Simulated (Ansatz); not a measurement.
Mulliken charges of CH5AlBClS, SMILES `[CH3][Al]([Cl])[BH]S` from ωB97M-V/def2-TZVPP in Ansatz (PBE0-D4/def2-TZVP geometry).

| atom | x (Å) | y (Å) | z (Å) | charge (e) |
| --- | --- | --- | --- | --- |
| C1 | -0.224 | -1.505 | -0.675 | -0.525 |
| Al2 | 0.414 | -0.374 | 0.777 | 0.457 |
| Cl3 | 1.465 | -1.326 | 2.343 | -0.245 |
| B4 | 0.160 | 1.728 | 0.820 | -0.179 |
| S5 | -0.453 | 2.589 | -0.594 | -0.076 |
| H6 | -0.292 | -2.552 | -0.371 | 0.124 |
| H7 | -1.205 | -1.191 | -1.045 | 0.108 |
| H8 | 0.466 | -1.459 | -1.525 | 0.116 |
| H9 | 0.399 | 2.469 | 1.727 | 0.103 |
| H10 | -0.648 | 1.571 | -1.454 | 0.116 |

Task: By hand: the dipole of these point charges (1 e Å = 4.8032 D).

Result: Σ q r = (-0.193, 0.260, -0.293) e Å, of length 0.437 e Å = 2.10 D.

Task: How does the dipole of the full density compare? (Estimate.)

Result: Ansatz gave: (-0.226, 0.034, -0.403) e Å, 2.23 D; the point charges give 0.94 times that, at 33° from its direction.

Point charges leave out the atoms' own dipoles, such as those of lone pairs, and Mulliken's split depends on the basis, so the two needn't agree.
